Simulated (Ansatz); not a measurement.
Input and output for BBrFH3Si, SMILES `FB([SiH3])Br`.

```yaml
crystal:
  periodic: [false, false, false]
  atoms:
    - {symbol: F, position_ang: [-1.494012, -1.156519, 1.131463]}
    - {symbol: B, position_ang: [-0.779644, -0.823922, 0.081220]}
    - {symbol: Si, position_ang: [0.597407, 0.663392, 0.084863]}
    - {symbol: Br, position_ang: [-1.087219, -1.827385, -1.529782]}
    - {symbol: H, position_ang: [0.210518, 1.667499, -0.940925]}
    - {symbol: H, position_ang: [0.697666, 1.322285, 1.413151]}
    - {symbol: H, position_ang: [1.916584, 0.086750, -0.285692]}
basis:
  gaussian: {orbitals: aug-cc-pVTZ}
hamiltonian: {xc: {name: HF}}
correlation: {method: rpa}
```

```sh
$ ansatz run in.yaml --threads 2 --pin off --events-out ev --progress --plain --max-ram 4352MiB
```

It prints (some lines left out):

```
Functional definition: HF
1593 factors; integrals over basis functions are off by at most 1.0e-3 eV
mean field evaluation 1: about -81289.3929 eV, gradient 2.7e1 eV
mean field evaluation 2: about -81289.5395 eV, gradient 2.7e1 eV
mean field evaluation 4: about -81291.4950 eV, gradient 3.0e0 eV
mean field evaluation 8: about -81291.5493 eV, gradient 2.0e-1 eV
mean field -81291.54947758 eV, -2987.4093419098 hartree, gradient 3.1e-6 eV, S^2 0.000000; 0 other end points of the search recorded, 0 dependent functions left out
16 core orbitals not correlated: weight in the atoms' cores, before any rotation towards them, 1.000 or more for the frozen orbitals, at most 0.000 for the correlated occupied ones
reference -81291.54947758 eV, -2987.4093419098 hartree; 17, 17 occupied and 237, 237 virtual orbitals, 1593 factors
Total energy: -81314.85099158 eV, -2988.2656567551 hartree
```

It took 8 s on 2 threads of an Intel Xeon 6975P-C on a shared host, with 0.86 GiB of host memory at the peak.
